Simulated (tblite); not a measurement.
A tight-binding relaxation on `C#C[Si@@]1(Cl)CCC[Si@@H](O)C1`.

Computed with GFN2-xTB geometry optimisation, gas phase (tblite 0.8.0). Start geometry: from a force field or distance geometry. The command runs a driver script over a list of jobs; the input below is this job's line of settings and its coordinates in Å.

Command:
```bash
OMP_NUM_THREADS=1 python probes_run.py task.json out
```

Input:
```
{"job": {"kind": "relax", "xc": "GFN2-xTB", "basis": "xTB"}, "charge": 0, "multiplicity": 1}
C      3.975500     0.725200    -1.388900
C      2.949800     0.520000    -0.787600
Si     1.376700     0.176400     0.186400
Cl     1.883000     0.097600     2.164700
C      0.152000     1.612000    -0.045600
C     -1.229800     1.417000     0.590400
C     -1.976000     0.202000     0.038900
Si    -1.112800    -1.454200     0.341900
O     -2.007200    -2.721600    -0.281200
C      0.600600    -1.431500    -0.346200
H      4.866100     0.914000    -1.926000
H      0.605500     2.520300     0.356200
H      0.020000     1.782400    -1.119300
H     -1.117600     1.334100     1.680400
H     -1.831600     2.323000     0.407000
H     -2.971500     0.157900     0.518900
H     -2.134700     0.326800    -1.031800
H     -1.071700    -1.686300     1.798500
H     -2.745700    -3.036000     0.274400
H      0.575300    -1.482200    -1.437500
H      1.185100    -2.279900     0.006200
```

Output:
```
step      E/eV     max force
  0    -830.82123    1.821
  1    -830.89432    0.565
  2    -830.90245    1.158
  3    -830.91007    0.552
  4    -830.91689    0.241
  5    -830.92481    0.183
  6    -830.93247    0.284
  7    -830.93670    0.184
  8    -830.93940    0.135
  9    -830.94174    0.126
... (60 lines left out)
 70    -830.98244    0.018
 71    -830.98249    0.016
 72    -830.98253    0.018
 73    -830.98258    0.017
 74    -830.98263    0.017
 75    -830.98268    0.015
 76    -830.98272    0.014
 77    -830.98276    0.013
 78    -830.98279    0.011
 79    -830.98281    0.008
```

«max force» is the largest atomic force in eV/Å.

Q: From which step on does the largest force stay under 0.1 eV/Å, and how much energy is left to gain from there?

A: From step 21 (0.062 eV/Å), 15.3 meV above the end.

Main results: energy lowered by 3.7 kcal/mol over 79 steps; largest atomic force 0.008 eV/Å at the end.

Q: Where do the atoms end?

A: 0.180 Å rms from the input after alignment:
```
atom  x, y, z in Å
C1     3.9180    0.7253   -1.4635
C2     2.9238    0.5265   -0.8182
Si3    1.4091    0.2192    0.2092
Cl4    1.9696    0.2568    2.1683
C5     0.1423    1.6080   -0.0959
C6    -1.1864    1.3938    0.6326
C7    -1.9748    0.1956    0.1039
Si8   -1.1583   -1.4890    0.4530
O9    -1.8763   -2.6934   -0.3824
C10    0.6215   -1.4553   -0.1985
H11    4.7862    0.9008   -2.0320
H12    0.5630    2.5639    0.2221
H13   -0.0522    1.7002   -1.1656
H14   -0.9986    1.2620    1.7007
H15   -1.7949    2.2974    0.5204
H16   -2.9709    0.2198    0.5526
H17   -2.1244    0.3227   -0.9715
H18   -1.2183   -1.7669    1.8935
H19   -2.8021   -2.8910   -0.2784
H20    0.6160   -1.6061   -1.2758
H21    1.1987   -2.2735    0.2248
```

Q: How long does this job take on one thread, Arm Neoverse N1 (aarch64), shared host?

A: About 1.6 s.
Labels such as C1 count atoms from 1, the log's own numbers from 0.
